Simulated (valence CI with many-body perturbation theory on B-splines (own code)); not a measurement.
# E1 line list for Mo⁹⁺

Computed by configuration interaction combined with many-body perturbation theory (CI+MBPT): five valence electrons over a frozen Dirac-Fock core [Ar] 3d10, radial functions for each j: 11 s, 11 p, 10 d, 8 f, 5 g, 2 h, with the one-electron correlation potential Σ1, the two-electron term Σ2, the three-electron term Σ3, Breit, model QED; selected CI, second order for the rest, scaled by the run's own slope (own B-spline code, finite nucleus).

No measured levels were compared; by estimate levels hold to about 250 cm⁻¹ or 0.2 % of their energy and the worst to 1 %, as in measured heavy ions of charge 2 to 7; those with d or f electrons hold less well. Among the levels kept, up to 2800 cm⁻¹ of a level comes from second order outside the variational space, and about a tenth of that is noise between levels of different J, which matters for small intervals.

Lines 201 to 250 of 575 in falling wavelength, among levels below 791160 cm⁻¹, chosen from the strongest by gf and those to the six lowest levels. Wavelengths and rates use the calculated energies, so an error of 700 cm⁻¹ moves a line at 28.68 nm by 0.2 % and its rate by three times that or more. Electric multipoles are in the length gauge, E1 and E2 with the static RPA response of the core. Weak lines are less certain than strong ones. Lines between different terms over intervals too small for the method are left out, as are lines whose strength nearly cancels. Where a level lies close to another of its J and parity, the split of strength between their lines is uncertain. The highest levels of a list are the least certain.

Names give the largest LS component (configuration and term), which can be under half, so a name can repeat, a term be missing and a line seem to break the LS rules; names also repeat where a configuration has a term twice. Letters in brackets count levels of one name in rising energy.

```
λ vac (nm)                    Upper                  Lower   A (s⁻¹)  S (a.u.) with core polarisation  S without
     28.68    4s.4p3.4d 4D°_3/2 [a]          4s.4p4 4P_5/2  1.67e+08                         7.76e-03   8.35e-03
     28.55        4s2.4p2.4d 4P_3/2        4s2.4p3 2P°_3/2  5.03e+08                         2.31e-02   2.51e-02
     28.51   4s2.4p2.5p 4D°_7/2 [b]      4s2.4p2.4d 2G_7/2  3.31e+09                         3.03e-01   3.26e-01
     28.43    4s.4p3.4d 4D°_7/2 [a]          4s.4p4 4P_5/2  3.76e+08                         3.41e-02   3.68e-02
     28.34        4s2.4p2.4d 4F_3/2        4s2.4p3 4S°_3/2  6.22e+08                         2.79e-02   3.03e-02
     28.28   4s2.4p2.5p 2D°_5/2 [a]      4s2.4p2.4d 4D_7/2  2.26e+09                         1.51e-01   1.60e-01
     28.14   4s2.4p2.4f 4F°_5/2 [b]      4s2.4p2.4d 2G_7/2  3.49e+09                         2.30e-01   2.49e-01
     28.08        4s2.4p2.4d 4P_1/2        4s2.4p3 2P°_3/2  3.62e+09                         7.92e-02   8.70e-02
     28.07        4s2.4p2.4d 4D_5/2        4s2.4p3 2D°_3/2  4.11e+08                         2.69e-02   2.89e-02
     28.07   4s2.4p2.4f 4G°_9/2 [b]      4s2.4p2.4d 2G_9/2  3.39e+09                         3.70e-01   4.03e-01
     28.06  4s2.4p2.4f 4G°_11/2 [a]      4s2.4p2.4d 4F_9/2  9.21e+09                         1.21e+00   1.24e+00
     28.03   4s2.4p2.4f 2F°_5/2 [a]      4s2.4p2.4d 2G_7/2  5.41e+09                         3.53e-01   3.93e-01
     27.96    4s.4p3.4d 4F°_3/2 [a]          4s.4p4 4P_5/2  1.49e+08                         6.45e-03   6.95e-03
     27.95   4s2.4p2.4f 4G°_9/2 [a]      4s2.4p2.4d 4F_7/2  6.04e+09                         6.51e-01   6.67e-01
     27.94       4s2.4p2.5p 2F°_5/2      4s2.4p2.4d 2G_7/2  4.82e+09                         3.11e-01   3.07e-01
     27.92   4s2.4p.4d2 4G°_5/2 [b]      4s2.4p2.4d 4D_7/2  4.07e+09                         2.62e-01   2.84e-01
     27.88   4s2.4p2.4f 2G°_7/2 [a]      4s2.4p2.4d 4F_9/2  3.11e+09                         2.66e-01   2.85e-01
     27.84        4s2.4p2.4d 4F_5/2        4s2.4p3 4S°_3/2  1.10e+09                         7.03e-02   7.57e-02
     27.77       4s2.4p2.4f 4G°_7/2      4s2.4p2.4d 4F_5/2  7.17e+09                         6.06e-01   6.27e-01
     27.76    4s.4p3.4d 4F°_5/2 [a]          4s.4p4 4P_5/2  3.58e+08                         2.27e-02   2.44e-02
     27.71       4s2.4p2.4f 4D°_7/2      4s2.4p2.4d 4D_5/2  4.14e+09                         3.48e-01   3.68e-01
     27.70    4s.4p3.4d 2D°_5/2 [a]          4s.4p4 2D_3/2  2.37e+09                         1.49e-01   1.62e-01
     27.68   4s2.4p2.4f 4F°_7/2 [b]      4s2.4p2.4d 2G_9/2  1.14e+10                         9.58e-01   1.03e+00
     27.66       4s2.4p.4d2 2F°_5/2  4s2.4p2.4d 2D_3/2 [a]  3.36e+09                         2.11e-01   2.24e-01
     27.66   4s2.4p.4d2 4G°_5/2 [a]      4s2.4p2.4d 4F_3/2  4.25e+09                         2.66e-01   2.74e-01
     27.63   4s2.4p2.4f 4G°_9/2 [b]      4s2.4p2.4d 2G_7/2  2.77e+09                         2.88e-01   3.02e-01
     27.61        4s2.4p2.4d 4D_7/2        4s2.4p3 2D°_5/2  4.34e+08                         3.61e-02   3.85e-02
     27.58       4s2.4p.4d2 4D°_5/2      4s2.4p2.4d 4P_5/2  5.33e+09                         3.31e-01   3.54e-01
     27.52    4s2.4p2.4d 2P_1/2 [a]        4s2.4p3 2P°_1/2  8.34e+09                         1.72e-01   1.88e-01
     27.50       4s2.4p2.5p 4D°_5/2      4s2.4p2.4d 4D_5/2  2.26e+09                         1.39e-01   1.39e-01
     27.48    4s.4p3.4d 4F°_7/2 [a]          4s.4p4 4P_5/2  3.22e+08                         2.64e-02   2.83e-02
     27.38   4s2.4p2.4f 2F°_5/2 [b]      4s2.4p2.4d 2G_7/2  3.01e+09                         1.83e-01   2.02e-01
     27.36    4s2.4p2.4d 2P_3/2 [a]        4s2.4p3 2D°_5/2  3.26e+10                         1.32e+00   1.44e+00
     27.35       4s2.4p2.4f 4D°_7/2      4s2.4p2.4d 4F_9/2  1.20e+10                         9.66e-01   1.05e+00
     27.33       4s2.4p.4d2 4F°_5/2      4s2.4p2.4d 4P_3/2  2.49e+09                         1.51e-01   1.62e-01
     27.25   4s2.4p2.4f 4F°_7/2 [b]      4s2.4p2.4d 2G_7/2  2.65e+09                         2.12e-01   2.29e-01
     27.23  4s2.4p2.4f 4G°_11/2 [b]      4s2.4p2.4d 2G_9/2  6.48e+09                         7.74e-01   8.17e-01
     27.22       4s2.4p2.5p 4D°_1/2      4s2.4p2.4d 4F_3/2  1.12e+10                         2.23e-01   2.19e-01
     27.20   4s2.4p2.5p 2D°_3/2 [a]      4s2.4p2.4d 4D_3/2  3.52e+09                         1.40e-01   1.35e-01
     27.19   4s2.4p2.4f 2G°_7/2 [a]  4s2.4p2.4d 2F_5/2 [a]  6.09e+09                         4.83e-01   5.05e-01
     27.18       4s2.4p2.4f 4D°_5/2  4s2.4p2.4d 2F_7/2 [a]  7.75e+09                         4.61e-01   5.08e-01
     27.17   4s2.4p2.4f 2G°_7/2 [a]      4s2.4p2.4d 4F_7/2  9.38e+09                         7.43e-01   8.02e-01
     27.14       4s2.4p2.5p 2F°_7/2      4s2.4p2.4d 4P_5/2  5.18e+09                         4.09e-01   4.36e-01
     27.13       4s2.4p2.4f 4D°_7/2  4s2.4p2.4d 2F_7/2 [a]  3.27e+09                         2.58e-01   2.77e-01
     27.11       4s2.4p.4d2 2F°_5/2      4s2.4p2.4d 4P_3/2  2.88e+09                         1.70e-01   1.81e-01
     27.10       4s2.4p2.5p 4S°_3/2      4s2.4p2.4d 4D_5/2  6.20e+09                         2.44e-01   2.39e-01
     27.08    4s2.4p2.4d 2F_5/2 [a]        4s2.4p3 4S°_3/2  6.88e+08                         4.04e-02   4.35e-02
     27.06   4s2.4p2.4f 2G°_9/2 [b]      4s2.4p2.4d 2G_9/2  2.11e+10                         2.07e+00   2.21e+00
     27.05    4s2.4p2.4d 2D_5/2 [a]        4s2.4p3 2P°_3/2  3.91e+09                         2.29e-01   2.51e-01
     27.05       4s2.4p2.5p 2F°_5/2      4s2.4p2.4d 4D_7/2  7.66e+09                         4.49e-01   4.34e-01
```
